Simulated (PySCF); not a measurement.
C₃H₅O, multiplicity 2. Atoms are numbered in the order given.

```xyz
9

C      1.1879    -0.8745     0.0000
C      0.1137    -0.0985     0.0000
C      0.1526     1.4012     0.0000
O     -1.1817    -0.5582     0.0000
H      1.4611    -1.9272     0.0000
H      1.1857     1.7710     0.0000
H     -0.3727     1.7894    -0.8881
H     -0.3727     1.7894     0.8881
H     -1.1729    -1.5257     0.0000
```
Charge 0, spin multiplicity 2.

Geometry: B3LYP-D3(BJ)/def2-SVP. The isomer is the one that the SMILES or the coordinates give; other isomers of the formula were not compared. The values are those of a single conformer.

Level of theory: r2SCAN/def2-TZVPD (PySCF).

Mulliken values depend strongly on the basis, most of all with diffuse functions as here. ESP charges are fitted to the potential on shells at 1.4 to 2.0 van der Waals radii. Atomic charges (e):

```json
[
 {"atom": "C1", "ESP fit": "-0.46", "Mulliken": "-0.61", "meta-Löwdin": "-0.28", "Mulliken spin": "1.15"},
 {"atom": "C2", "ESP fit": "0.38", "Mulliken": "0.82", "meta-Löwdin": "0.21", "Mulliken spin": "-0.27"},
 {"atom": "C3", "ESP fit": "?", "Mulliken": "-0.81", "meta-Löwdin": "-0.35", "Mulliken spin": "0.08"},
 {"atom": "O4", "ESP fit": "?", "Mulliken": "-0.44", "meta-Löwdin": "-0.46", "Mulliken spin": "0.06"},
 {"atom": "H5", "ESP fit": "0.21", "Mulliken": "0.18", "meta-Löwdin": "0.14", "Mulliken spin": "0.01"},
 {"atom": "H6", "ESP fit": "0.19", "Mulliken": "0.19", "meta-Löwdin": "0.13", "Mulliken spin": "0.01"},
 {"atom": "H7", "ESP fit": "0.18", "Mulliken": "0.20", "meta-Löwdin": "0.13", "Mulliken spin": "-0.01"},
 {"atom": "H8", "ESP fit": "0.18", "Mulliken": "0.20", "meta-Löwdin": "0.13", "Mulliken spin": "-0.01"},
 {"atom": "H9", "ESP fit": "?", "Mulliken": "0.28", "meta-Löwdin": "0.35", "Mulliken spin": "-0.01"}
]
```

Fill in the missing entries. (The exact figures need the calculation; the answer reports its results.)


- C3, ESP fit: -0.57
- O4, ESP fit: -0.50
- H9, ESP fit: 0.38
